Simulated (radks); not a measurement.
The numbers below are computed, except where a source is named.
Question: Neutral chromium, 24 electrons, occupied as [Ar] 3d4.5 4s1.5 (fractional occupations, a model configuration). Level of theory: Dirac Kohn-Sham, PBE, spin-unpolarised, spherical densities, finite nucleus; open shells fill j = l - 1/2 first; Fermi nuclear charge, rms radius 3.6452 fm (a radial shooting solver on a logarithmic mesh with Libxc functionals). Some entries of the table are withheld. Estimate them.

orbital,occ.,eigenvalue (hartree),<r^2> (bohr^2),<r> (bohr)
1s1/2,2,-216.1383,0.005432,0.06355
2s1/2,2,-24.57966,0.1015,0.2929
2p1/2,2,(1),(2),0.2579
2p3/2,4,(3),(4),0.2608
3s1/2,2,-2.78210,0.9354,0.8998
3p1/2,2,-1.75609,1.080,0.9561
3p3/2,4,-1.71846,1.100,0.9650
4s1/2,1.5,-0.16218,12.91,3.330
3d3/2,4,-0.15759,2.769,1.408
3d5/2,0.5,-0.15454,2.807,1.417

Answer: 
(1) 2p1/2 eigenvalue (hartree): -20.87952
(2) 2p1/2 <r^2> (bohr^2): 0.08200
(3) 2p3/2 eigenvalue (hartree): -20.56177
(4) 2p3/2 <r^2> (bohr^2): 0.08369
